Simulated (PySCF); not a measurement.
Molecule: SMILES C[Si]([Si](C)(C)Cl)(C)Cl, C₄H₁₂Cl₂Si₂.

Atoms are numbered as in `[CH3:1][Si:2]([CH3:3])([Cl:4])[Si:5]([CH3:6])([CH3:7])[Cl:8]`. Each H is labelled by its parent atom.

Geometry PBE0-D3(BJ)/def2-SVP throughout; GIAO in PySCF, gas phase, one conformer, non-relativistic; equivalent atoms averaged; basis pcSseg-1.

Q: How do the shifts δ (against TMS, HCl at the same level) depend on the functional? (ppm; last column core-seconds on shared hosts with different chips, so compare them loosely)

A: 
```csv
functional,kind,C1/C3/C6/C7,Si2/Si5,Cl4/Cl8,H(C1)/H(C3)/H(C6)/H(C7),core-s
HF,Hartree–Fock,1.2,24.0,-60.6,0.42,20
LDA,LDA,3.0,36.7,25.4,0.48,35
BLYP,GGA,2.9,33.2,-9.1,0.45,45
KT2,GGA,3.2,30.4,1.8,0.47,62
KT3,GGA,2.7,27.8,-16.5,0.45,58
B97-D,GGA,2.7,31.3,-19.2,0.46,44
PBE0,global hybrid,2.2,30.0,-18.6,0.45,58
BHandHLYP,global hybrid,1.9,29.4,-35.7,0.43,32
```

Q: Which nucleus moves most, in ppm?

A: Cl4/Cl8 (chlorine bonded to Si): from -60.6 ppm with HF to 25.4 ppm with LDA. The smallest spread is 0.06 ppm, at H(C1)/H(C3)/H(C6)/H(C7). Proton shifts span only some 12 ppm, so a few tenths of a ppm matter as much there as several ppm in carbon.
